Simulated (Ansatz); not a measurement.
Basis-set series for CH2BF3O, SMILES `OC(F)(F)BF`. The species carries charge 0 and has multiplicity 1. The geometry is a stationary point of PBE0-D4/def2-TZVP. It is one conformer, not always the lowest.

| functional | basis | functions | energy (Eh) | HOMO (eV) | LUMO (eV) |
| --- | --- | --- | --- | --- | --- |
| PBE0-D4 | def2-TZVPP | 214 | -438.71640 | -9.60 | -1.56 |
| PBE0-D4 | def2-QZVPP | 402 | -438.73917 | -9.64 | -1.61 |
| ωB97M-V | def2-TZVPP | 214 | -439.04440 | -11.97 | 0.52 |
| ωB97M-V | def2-QZVPP | 402 | -439.06584 | -12.01 | 0.41 |

(1) Give the rows for def2-SVP. (An estimate is asked.)

Answers

(1) The calculation gave: 
| functional | basis | functions | energy (Eh) | HOMO (eV) | LUMO (eV) |
| --- | --- | --- | --- | --- | --- |
| PBE0-D4 | def2-SVP | 94 | -438.18942 | -9.44 | -1.39 |
| ωB97M-V | def2-SVP | 94 | -438.50608 | -11.77 | 0.79 |

Positive LUMOs are unbound and depend on the basis.

Program: Ansatz 0.2.0.
